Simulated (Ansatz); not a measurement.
Total energies of the cluster AgGe₂ (the lowest doublet isomer of a short search) from Ansatz at PBE0-D4/def2-TZVP, gas phase (1 Eh = 27.2114 eV = 2625.5 kJ/mol). The reference geometry is relaxed at PBE-D4/def2-TZVP.

```tsv
atom	x (Å)	y (Å)	z (Å)
Ag1	0.498	1.183	0.820
Ge2	-0.104	-1.285	0.502
Ge3	-0.393	0.101	-1.322
```

```csv
state,geometry,energy (Eh)
charge 0 doublet,reference,-4300.47021
charge 1 triplet,reference,-4300.21189
charge 0 quartet,relaxed at PBE-D4/def2-TZVP,-4300.42464
free Ag atom (doublet),–,-146.96650
free Ge atom (triplet),–,-2076.65516
```

In the def2 sets Ag takes a core potential; there is no spin–orbit coupling.

(1) Work out the vertical ionisation energy to the triplet.

(2) Which of the charge 0 states is lowest, and how far above it are the others?

(3) What is the binding energy per atom against free atoms?

(1) E(charge 1 triplet) − E(charge 0 doublet) = -4300.21189 − (-4300.47021) = 0.25832 Eh = 7.03 eV. For comparison, −ε of the highest occupied level of the spin that leaves is 5.24 eV at this level, 1.79 eV less.

(2) The doublet. quartet: -4300.42464 − (-4300.47021) = 0.04557 Eh = 119.6 kJ/mol.

(3) Atoms: 1 × (-146.96650) + 2 × (-2076.65516) = -4300.27682 Eh. Binding: -4300.27682 − (-4300.47021) = 0.19339 Eh = 5.26 eV, or 1.75 eV for each of 3 atoms (no zero-point energy, no counterpoise term).

The structure comes from a short search, and lower isomers may exist.
